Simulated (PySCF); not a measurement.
**Partial charges of `C[SiH2]CC(=O)CC[SiH3]`**

C5H14OSi2.
SMILES with atom numbers: `[CH3:1][SiH2:2][CH2:3][C:4](=[O:5])[CH2:6][CH2:7][SiH3:8]` (hydrogens: H9, H10, H11 on C1; H12, H13 on Si2; H14, H15 on C3; H16, H17 on C6; H18, H19 on C7; H20, H21, H22 on Si8)

Geometry (GFN2-xTB, Å), atoms numbered from 1 in this order:
```
atom  x, y, z in Å
C1     2.3333    1.1706    1.1478
Si2    1.9585    0.8627   -0.6804
C3     1.4236   -0.9723   -0.8947
C4     0.1586   -1.1656   -0.1379
O5     0.1347   -1.4008    1.0497
C6    -1.1028   -0.9947   -0.9569
C7    -2.3483   -0.8452   -0.0915
Si8   -2.3566    0.7551    0.9363
H9     1.5620    0.7289    1.7736
H10    2.3845    2.2313    1.3750
H11    3.2818    0.7250    1.4372
H12    3.1428    1.0584   -1.5277
H13    0.8712    1.7242   -1.1651
H14    2.2057   -1.6046   -0.4781
H15    1.2947   -1.2054   -1.9486
H16   -0.9763   -0.1328   -1.6164
H17   -1.1866   -1.8807   -1.5972
H18   -3.2298   -0.8763   -0.7352
H19   -2.4122   -1.7057    0.5755
H20   -3.6610    0.8540    1.5980
H21   -2.1984    1.8838    0.0068
H22   -1.2900    0.8093    1.9291
```

Density: PBE0/pcSseg-1 (PySCF); schemes: Mulliken, IAO, Hirshfeld and ESP-fitted. The structure is a single GFN2-xTB conformer in the gas phase; no vibrational or solvent corrections.

Tabulate the Mulliken, IAO, Hirshfeld and ESP-fitted charges.

In e:

```tsv
atom	environment	Mulliken	IAO	Hirshfeld	ESP-fitted
C1	Si-methyl carbon	-0.633	-0.718	-0.211	-0.691
Si2	SiH2 silicon	+0.629	+0.779	+0.360	+0.699
C3	sp3 carbon bound to silicon	-0.488	-0.586	-0.165	-0.694
C4	ketone carbonyl carbon	+0.140	+0.383	+0.164	+0.616
O5	ketone oxygen	-0.369	-0.436	-0.219	-0.494
C6	sp3 carbon next to a carbonyl	-0.257	-0.304	-0.076	-0.133
C7	sp3 carbon bound to silicon	-0.493	-0.532	-0.159	-0.207
Si8	SiH3 silicon	+0.488	+0.596	+0.304	+0.320
H9	methyl hydrogen	+0.177	+0.172	+0.040	+0.185
H10	methyl hydrogen	+0.141	+0.159	+0.044	+0.165
H11	methyl hydrogen	+0.142	+0.159	+0.046	+0.179
H12	Si–H hydrogen	-0.074	-0.122	-0.080	-0.153
H13	Si–H hydrogen	-0.069	-0.129	-0.079	-0.157
H14	methylene hydrogen	+0.167	+0.172	+0.051	+0.207
H15	methylene hydrogen	+0.150	+0.156	+0.047	+0.157
H16	methylene hydrogen	+0.142	+0.143	+0.043	+0.060
H17	methylene hydrogen	+0.158	+0.158	+0.052	+0.061
H18	methylene hydrogen	+0.142	+0.149	+0.041	+0.071
H19	methylene hydrogen	+0.155	+0.159	+0.038	+0.080
H20	Si–H hydrogen	-0.088	-0.118	-0.081	-0.104
H21	Si–H hydrogen	-0.092	-0.130	-0.086	-0.101
H22	Si–H hydrogen	-0.065	-0.110	-0.075	-0.064
```

Mean size of the charges over all atoms: IAO 0.289 e, ESP-fitted 0.254 e, Mulliken 0.239 e, Hirshfeld 0.112 e. Each set sums to the total charge, 0, to within 0.001 e. The IAO scheme counts the electrons in orthogonalised intrinsic atomic orbitals, a minimal basis polarised so that it spans the occupied orbitals exactly. The Mulliken scheme gives each basis function's population to the atom it is centred on and halves the overlap population of two atoms between them.

Lowest charge. The schemes don't all agree: Mulliken C1 (-0.633); IAO C1 (-0.718); Hirshfeld O5 (-0.219); ESP-fitted C3 (-0.694).

Highest charge. All schemes agree: Mulliken Si2 (+0.629); IAO Si2 (+0.779); Hirshfeld Si2 (+0.360); ESP-fitted Si2 (+0.699).

How closely do the schemes follow one another over all atoms?

Correlation coefficient and root-mean-square difference: Mulliken with IAO 0.99, 0.077 e; IAO with Hirshfeld 0.96, 0.224 e; IAO with ESP-fitted 0.94, 0.121 e; Mulliken with Hirshfeld 0.94, 0.174 e; Hirshfeld with ESP-fitted 0.91, 0.215 e; Mulliken with ESP-fitted 0.90, 0.145 e.

How many electrons does the IAO scheme count on C4?

Z − q = 6 − (+0.383) = 5.617.

The run behind these numbers computed NMR shieldings as well. Time: 58 s of wall time (grids of density and orbitals included); peak memory 1.0 GiB. Hardware: one thread of an Arm Neoverse V1 (shared host).
